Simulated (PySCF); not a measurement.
Compound: C₄H₂N₂O.
Cartesian coordinates in Å at the GFN2-xTB level; atoms count from 1:
```
atom  x, y, z in Å
N1     3.174    0.084   -0.126
C2     2.036    0.154   -0.016
C3     0.635    0.202    0.095
C4    -0.325   -0.645   -0.411
C5    -1.529   -0.066    0.039
N6    -1.293    1.011    0.737
O7     0.032    1.190    0.781
H8    -0.182   -1.526   -1.001
H9    -2.534   -0.399   -0.124
```

Computed at PBE0/pcSseg-1 (PySCF, non-relativistic), with Q(14N) = 0.02044 b, Q(17O) = −0.0256 b: N1, 14N (I = 1): χzz = -4.884 MHz, η = 0.171; N6, 14N (I = 1): χzz = -6.176 MHz, η = 0.777; O7, 17O (I = 5/2): χzz = -10.80 MHz, η = 0.129.

(1) Find the zero-field quadrupole resonance frequencies of 14N at N1.

(2) Find the zero-field quadrupole resonance frequencies of 14N at N6.

(3) Where would the pure quadrupole (NQR) lines of 17O at O7 fall for the rigid, isolated species?

Answers

(1) From ν± = (3/4)|χ|(1 ± η/3) and ν0 = |χ|η/2: ν+ 3.871 MHz, ν− 3.454 MHz, ν0 0.417 MHz (nitrile nitrogen).

(2) From ν± = (3/4)|χ|(1 ± η/3) and ν0 = |χ|η/2: ν+ 5.831 MHz, ν− 3.433 MHz, ν0 2.398 MHz (pyridine-type nitrogen).

(3) From the eigenvalues of H = χ/[4I(2I − 1)] × [3Iz² − I(I + 1) + η(Ix² − Iy²)], steps between neighbouring levels, labelled as for η = 0: ±1/2↔±3/2 1.649 MHz, ±3/2↔±5/2 3.228 MHz (ring oxygen).

In a crystal, neighbours and librations shift these lines. GFN2-xTB bond lengths can be off by several hundredths of an ångström, more for odd bonds, and the gradients follow them. A larger basis could move these couplings by a tenth or more.
